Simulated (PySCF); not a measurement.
PySCF 2.14 output of an unrestricted BHandHLYP calculation on a single atom or ion in aug-cc-pVQZ-PP with ECP60MDF (7s7p6d4f3g2h, 135 functions), with scalar relativity through the core potential:

```
SCF conv_tol = 1e-09
number electrons alpha = 9  beta = 5
    A. D. Becke.,  J. Chem. Phys. 98, 1372 (1993)
    Defined through Gaussian implementation.
cycle= 1 E= -67.0300786709062  delta_E= -0.00713  |g|= 0.0281  |ddm|= 0.153
cycle= 2 E= -67.035852790349  delta_E= -0.00577  |g|= 0.0285  |ddm|= 0.177
cycle= 3 E= -67.0402105657318  delta_E= -0.00436  |g|= 0.0282  |ddm|= 0.111
cycle= 4 E= -67.0345926898708  delta_E= 0.00562  |g|= 0.0229  |ddm|= 0.152
cycle= 5 E= -67.0264821894838  delta_E= 0.00811  |g|= 0.0333  |ddm|= 0.36
cycle= 6 E= -67.0264641633638  delta_E= 1.8e-05  |g|= 0.0301  |ddm|= 0.021
cycle= 7 E= -67.0269653075397  delta_E= -0.000501  |g|= 0.0118  |ddm|=  0.1
cycle= 8 E= -67.0271776333738  delta_E= -0.000212  |g|= 0.00436  |ddm|= 0.055
cycle= 9 E= -67.0271526225502  delta_E= 2.5e-05  |g|= 0.00377  |ddm|= 0.0242
cycle= 10 E= -67.0271621206426  delta_E= -9.5e-06  |g|= 0.000167  |ddm|= 0.00666
cycle= 11 E= -67.0271621655641  delta_E= -4.49e-08  |g|= 6.05e-05  |ddm|= 0.000844
cycle= 12 E= -67.0271621670101  delta_E= -1.45e-09  |g|= 9.43e-06  |ddm|= 0.000242
cycle= 13 E= -67.0271621669562  delta_E= 5.4e-11  |g|= 1.05e-06  |ddm|= 6.23e-05
converged SCF energy = -67.0271621669562  <S^2> = 6.0205793  2S+1 = 5.008225
```

The run itself started from symmetry-adapted Hartree-Fock orbitals and held the occupation by maximum overlap, on a logarithmic radial grid, so the iterations belong to that start.

**Question.** Which element, charge and spin multiplicity is this?

**Answer.** W (tungsten, neutral), multiplicity 5; the state was [Xe] 4f14 5d6, high-spin 5D determinant (an excited configuration).

Energies and moments cover only the electrons outside the core potential. Spin-orbit coupling, absent here, splits the open shell strongly.
